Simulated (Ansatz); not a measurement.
HBF$_{2}$ (SMILES FBF), singlet, geometry from GFN2-xTB, with bond 3-1 at 1.4 times its length; CASSCF(4,5)/cc-pVDZ run with Ansatz (a quantum-chemistry and plane-wave program).

Here is a job for Ansatz.
Ansatz 0.2 input:
```yaml
crystal:
  periodic: [false, false, false]
  atoms:
    - {symbol: B, position_ang: [-0.25925993, -0.38452831, 0.08683966]}
    - {symbol: H, position_ang: [-0.90079655, -1.33604053, 0.30172369]}
    - {symbol: F, position_ang: [1.31389698, -0.05615487, 0.95884799]}
    - {symbol: F, position_ang: [-0.62030178, 0.51205163, -0.79147185]}
basis:
  gaussian:
    orbitals: cc-pVDZ
hamiltonian:
  xc: hf
magnetization: {spin_polarized: false}
correlation: {active_space: {window: {electrons: 4, orbitals: 5}}}
```

Output, abridged:

```
Functional definition: HF
430 factors; integrals over basis functions are off by at most 1.1e-3 eV
mean field evaluation 1: about -6096.8070 eV, gradient 3.7e1 eV
mean field evaluation 2: about -6096.8083 eV, gradient 3.7e1 eV
mean field evaluation 4: about -6099.9089 eV, gradient 2.6e0 eV
mean field evaluation 8: about -6099.9501 eV, gradient 1.3e-1 eV
mean field -6099.95027004 eV, -224.1690377292 hartree, gradient 9.1e-7 eV, S^2 0.000000; 0 other end points of the search recorded, 0 dependent functions left out
reference -6099.95027004 eV, -224.1690377292 hartree; 12, 12 occupied and 35, 35 virtual orbitals, 430 factors
state -6101.79074446 eV, -224.2366739165 hartree
2 active orbitals were swapped for others, from the solution at -6101.34732578 eV, -224.2203785805 hartree to that at -6101.76333346 eV, -224.2356665809 hartree; typed "places" are swapped only where nearly empty or full, and so, without "given_window_search", are "orbital_numbers", "shells" and a window whose orbitals a file names under [Active]
1 active orbitals were swapped for others, from the solution at -6101.76333346 eV, -224.2356665809 hartree to that at -6101.79074446 eV, -224.2366739165 hartree; typed "places" are swapped only where nearly empty or full, and so, without "given_window_search", are "orbital_numbers", "shells" and a window whose orbitals a file names under [Active]
Total energy: -6101.79074446 eV, -224.2366739165 hartree
```
